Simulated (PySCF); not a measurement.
Molecule: SMILES C[Si](O)(O)O, CH6O3Si.

Bonds (- single, = double, # triple, : aromatic): C1-Si2 1.853 Å, Si2-O3 1.657 Å, Si2-O4 1.655 Å, Si2-O5 1.666 Å. C1 carries H6, H7, H8; O3 carries H9; O4 carries H10; O5 carries H11.

Geometry PBE0-D3(BJ)/def2-SVP throughout; GIAO in PySCF, gas phase, one conformer, non-relativistic; equivalent atoms averaged; functional PBE0.

Question: How do the shifts δ (against TMS, H2O at the same level) depend on the basis set? (ppm; last column core-seconds on shared hosts with different chips, so compare them loosely)

Answer: 
```tsv
basis set	functions	C1	Si2	O3/O4/O5	H6/H7/H8	H9/H10/H11	core-s
STO-3G	35	-3.7	9.5	-60.0	0.22	-2.72	2.1
6-31G	61	-2.3	7.6	32.9	0.22	0.98	4.3
pcSseg-0	61	-3.9	-12.3	37.0	0.19	1.15	5.9
6-31G*	86	-3.2	-20.0	45.9	-0.05	1.45	5.6
def2-SVP	104	-4.4	-36.9	55.8	-0.09	1.28	6.5
cc-pVDZ	104	-3.8	-26.8	55.1	-0.10	0.94	12
pcSseg-1	122	-4.5	-25.3	60.5	0.05	1.57	7.7
aug-cc-pVDZ	173	-5.0	-9.7	55.0	0.26	1.05	24
6-311+G(2d,p)	179	-4.5	-24.0	58.8	0.16	1.11	15
def2-TZVP	197	-5.3	-28.3	64.6	0.10	1.20	18
cc-pVTZ	238	-4.6	-19.1	61.2	0.13	1.39	36
IGLO-III	244	-4.8	-29.6	61.6	0.15	1.27	35
pcSseg-2	271	-5.2	-27.3	62.4	0.15	1.55	25
```

Question: Which nucleus moves most, in ppm?

Answer: O3/O4/O5 (oxygen bonded to Si, H): from -60.0 ppm with STO-3G to 64.6 ppm with def2-TZVP. The smallest spread is 0.37 ppm, at H6/H7/H8. Proton shifts span only some 12 ppm, so a few tenths of a ppm matter as much there as several ppm in carbon.

Question: Taking the largest basis, pcSseg-2 (271 functions), as the yardstick, rank the others by their worst heavy-atom deviation.

Answer: pcSseg-1 2.0 ppm (122 functions), def2-TZVP 2.2 ppm (197 functions), IGLO-III 2.4 ppm (244 functions), 6-311+G(2d,p) 3.6 ppm (179 functions), cc-pVDZ 7.3 ppm (104 functions), cc-pVTZ 8.2 ppm (238 functions), def2-SVP 9.6 ppm (104 functions), 6-31G* 16.5 ppm (86 functions), aug-cc-pVDZ 17.6 ppm (173 functions), pcSseg-0 25.4 ppm (61 functions), 6-31G 34.9 ppm (61 functions), STO-3G 122.4 ppm (35 functions).

A small basis that lands close on one nucleus may do so by chance; judge by the trend and by all nuclei.
